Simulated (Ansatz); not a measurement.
**triplet S: levels of theory in one basis**

A single S atom.

Basis set: aug-cc-pVDZ (spherical functions). Frozen core: 5 orbitals. Correlation on ROHF uses semicanonical orbitals with singles. Charge 0, multiplicity 3.

Computed with Ansatz (development build ahead of 0.2.0); each method stands on the lowest determinant of its kind that the runs found.

```csv
method,E − E(ROHF) (eV),<S²> of the determinant
ROHF,0.00,2.00
UHF,-0.12,2.01
ROHF-MP2,-2.59,–
UHF-MP2,-2.57,2.01
```

Q: Is a single determinant a sound starting point here?

A: By this sign, yes. Unrestricted orbitals gain 0.12 eV and <S²> is 2.01 against 2.00 for a pure state.
